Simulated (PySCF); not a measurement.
Correlation energy of Bi (bismuth, neutral)

[Xe] 4f14 5d10 6s1 6p3 7s1, high-spin 6S determinant (an excited configuration). Computed with PySCF 2.14 in aug-cc-pVQZ-PP with ECP60MDF (7s7p5d3f2g, 92 functions), with a scalar-relativistic core potential. Frozen: 5s2 5p6 5d10; 5 electrons correlated.

| level | correlation energy (mhartree) |
| --- | --- |
| CCSD | -29.07 |
| (T) | -0.67 |
| CCSD(T) | -29.74 |

Diagnostics: T1 = 0.011, D1 = 0.0346, largest double amplitude 0.024.

Spin-orbit coupling is strong in this species (close to jj coupling), so the high-spin LS determinant is a model state, not a physical level. The outer electron is Rydberg-like, and this basis confines it to a smaller radius and binds it less than a complete one would.

Cost of the coupled-cluster step: about 17 core-seconds, for 5 correlated electrons.

Spin-orbit coupling is strong in this species, so the high-spin LS determinant is a model state.
